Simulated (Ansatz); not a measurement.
`C[Si](F)(Cl)N=C=O`. Charge 0, multiplicity 1. Geometry: relaxed with PBE0-D4/def2-TZVP. It is one conformer, not always the lowest.

```xyz
10

C     0.673   -1.339   -0.646
Si    0.051   -0.171    0.623
F    -0.892   -0.928    1.648
Cl    1.575    0.646    1.703
N    -0.864    1.071   -0.081
C    -1.265    2.194   -0.185
O    -1.680    3.268   -0.331
H     1.235   -2.149   -0.178
H    -0.163   -1.768   -1.202
H     1.330   -0.823   -1.350
```

(1) What is the dipole moment at PBE/def2-TZVPP? (An estimate is asked.)

(2) And with r2SCAN, B3LYP, ωB97M-V? (Best estimate.)

(3) Give the Mulliken charges with PBE, B3LYP, ωB97M-V in def2-TZVPP. (Estimate.)

Answers

(1) The calculation gave: 2.34 D, with components (0.91, -1.59, -1.45) D in this frame, pointing from negative to positive charge.

(2) Computed: r2SCAN 2.39 D, B3LYP 2.41 D, ωB97M-V 2.37 D.

(3) The calculation gave: 
```csv
atom,PBE,B3LYP,ωB97M-V
C1,-0.38,-0.38,-0.44
Si2,0.63,0.75,0.71
F3,-0.25,-0.30,-0.28
Cl4,-0.21,-0.23,-0.20
N5,-0.18,-0.26,-0.30
C6,0.18,0.26,0.33
O7,-0.15,-0.19,-0.21
H8,0.12,0.11,0.13
H9,0.12,0.12,0.13
H10,0.12,0.11,0.13
```

B3LYP here is the variant with VWN-RPA as its local correlation; programs differ in this.
